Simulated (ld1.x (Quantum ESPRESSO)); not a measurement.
**Before and after: TM potential for hydrogen (H)**

* Element: H
* Generator: ld1.x (Quantum ESPRESSO) 7.5
* Type: norm-conserving Troullier–Martins (Kleinman–Bylander form)
* Functional: PBE
* Relativity: scalar-relativistic
* Frozen core: none
* Valence charge: 1
* Reference configuration: 1s1
* Partial waves: 2p channel at 0.25 Ry: rc 1.50 bohr; 1s (bound): rc 1.45 bohr
* Local potential: the s channel
* Core correction: none

Change: all radii scaled by about 1.34 (s 1.94, p 2.00 bohr).

Cutoffs: the cutoffs (Ry, on a coarse ladder) from which the occupation-weighted sum of valence levels, in a spherical-Bessel basis at the reference potential, stays within 10 and 1 mRy of its value at 400 Ry; they do not see the model core or the augmentation charge, which bear on the density cutoff. Errors are all-electron minus pseudo energies relative to the spin-unpolarised reference configuration.

Q: How do hardness, ghosts and transferability respond?

A: The potential gets softer (18 Ry and 30 Ry → 12 Ry and 18 Ry); neither file shows a bound ghost. A larger radius leaves more room for a smooth pseudo-wave, so fewer plane waves are needed.

```json
{"quantity": "cutoff, loose", "base": "18 Ry", "changed": "12 Ry"}
{"quantity": "cutoff, tight", "base": "30 Ry", "changed": "18 Ry"}
{"quantity": "bound ghosts", "base": "none", "changed": "none"}
{"quantity": "error for 1s0.5, meV [ΔE 4.76 eV]", "base": "+2.9", "changed": "+11"}
```
